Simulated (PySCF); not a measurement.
Simulated outer-valence photoelectron spectrum of `C(#N)c1nsnc1`. Level of theory: EOM-IP-CCSD/aug-cc-pVDZ in PySCF, restricted Hartree–Fock reference, 11 core orbitals frozen, non-relativistic, gas phase, PBE0-D3(BJ)/def2-SVP geometry.

Each root has a Gaussian of 0.3 eV full width with its one-hole share as area; cross sections and vibrations are left out, and the highest printed point is 100.

ionisation energy (eV), intensity and a bar:
```
     10.2          1 
     10.3          8 ##
     10.4         28 ########
     10.5         53 ################
     10.6         54 ################
     10.7         30 #########
     10.8          9 ###
     10.9          1 
     11.0          0 
     11.1          0 
     11.2          1 
     11.3          8 ##
     11.4         27 ########
     11.5         52 ################
     11.6         54 ################
     11.7         34 ##########
     11.8         26 ########
     11.9         44 #############
     12.0         57 #################
     12.1         42 #############
     12.2         19 ######
     12.3         17 #####
     12.4         38 ###########
     12.5         57 #################
     12.6         47 ##############
     12.7         21 ######
     12.8          5 ##
     12.9          5 #
     13.0         19 ######
     13.1         44 #############
     13.2         58 #################
     13.3         43 #############
     13.4         32 #########
     13.5         54 ################
     13.6         92 ############################
     13.7        100 ##############################
     13.8         66 ####################
     13.9         26 ########
     14.0         10 ###
     14.1         19 ######
     14.2         44 #############
     14.3         57 #################
     14.4         40 ############
     14.5         15 ####
     14.6          3 #
     14.7          0
```

Problem. Where are the maxima, and how many lines lie under the curve?

Solution. 7 maxima, at 10.6, 11.6, 12.0, 12.5, 13.2, 13.7 and 14.3 eV, from 8 lines. At this width some lines have no maximum of their own.

Problem. List the lines with their holes.

Solution. 
| E (eV) | leading hole (HF orbital) | area | Koopmans (eV) |
| --- | --- | --- | --- |
| 10.55 | HOMO | 0.95 | 10.70 |
| 11.55 | HOMO-2 | 0.94 | 13.27 |
| 12.00 | HOMO-1 | 0.94 | 12.39 |
| 12.52 | HOMO-5 | 0.94 | 14.52 |
| 13.19 | HOMO-3 | 0.94 | 13.83 |
| 13.61 | HOMO-7 | 0.92 | 16.07 |
| 13.72 | HOMO-4 | 0.93 | 14.29 |
| 14.29 | HOMO-6 | 0.94 | 15.73 |

The widest gap, 1.00 eV, lies between 10.55 and 11.55 eV. Only orbitals with −ε under 21 eV, eight at most, were ionised, so the high end of the curve may lack lines.

Time: 16 min. Hardware: one thread, Arm Neoverse V1 (shared host).
